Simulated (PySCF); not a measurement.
# Basis and Hamiltonian dependence of the excitation energy of Be⁺

Be⁺ [He] 2s1 (2S) → Be⁺ [He] 2p1 (2P). All values are computed (PySCF 2.14, energy differences of UHF-based or UKS calculations, no spin-orbit coupling). Values in eV.

```tsv
basis	Hamiltonian	functions	UHF	PBE	PBE0	CCSD(T) (valence and next inner shell)
def2-TZVPPD	non-relativistic	22	4.019	3.490	3.627	4.018
aug-cc-pVDZ-DK	spin-free X2C	23	3.993	3.453	3.595	n/a
aug-pcseg-2	non-relativistic	24	4.060	3.483	3.632	n/a
ANO-RCC-VTZP	spin-free X2C	30	4.075	3.569	3.702	4.061
x2c-QZVPPall with one added diffuse shell each of s, p type	spin-free X2C	40	3.991	3.450	3.591	3.962
aug-cc-pVTZ-DK	spin-free X2C	46	3.994	3.455	3.596	n/a
aug-cc-pVTZ	non-relativistic	46	3.992	3.452	3.594	n/a
aug-cc-pCVTZ	non-relativistic	59	3.993	3.448	3.591	3.987
dyall-av3z	spin-free X2C	76	3.989	3.447	3.589	n/a
dyall-acv3z	spin-free X2C	76	3.989	3.447	3.589	3.983
aug-cc-pVQZ	non-relativistic	80	3.988	3.442	3.585	n/a
aug-cc-pCVQZ	non-relativistic	109	3.987	3.443	3.586	n/a
aug-cc-pV5Z	non-relativistic	127	3.986	3.440	3.583	n/a
```

**Question.** Estimate the row for aug-cc-pVQZ with one added diffuse shell each of s, p, d, f, g type (non-relativistic, 105 functions).

**Answer.** From the rows with the same Hamiltonian and similar size; the calculation gives UHF 3.99; PBE 3.44; PBE0 3.58 (eV).

Frozen in the all-electron rows: valence: 1s2; valence and next inner shell: nothing.

Reference for a calculation without spin-orbit coupling: 3.959 eV (measured, between term centres; NIST).
